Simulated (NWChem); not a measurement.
System: bromine (Br₂); SMILES BrBr

```xyz
2

Br     0.0000     0.0000     1.1492
Br     0.0000     0.0000    -1.1492
```
Atoms are numbered in this order, from 1.

Coordinates come from a PBE0/def2-SVP optimisation.

Spin-orbit effects, on the heavy nuclei and on their neighbours, are missing.

Q: Give the principal values of the shielding tensors (ppm) of Br1 from LDA (Slater exchange, VWN5)/pcSseg-1, GIAO (NWChem), with their diamagnetic and paramagnetic parts as GIAO splits them.

A: 
| atom | σ11 | σ22 | σ33 | isotropic | diamagnetic | paramagnetic |
|---|---|---|---|---|---|---|
| Br1 | 808.9 | 808.9 | 3132.7 | 1583.5 | 3118.9 | -1535.4 |
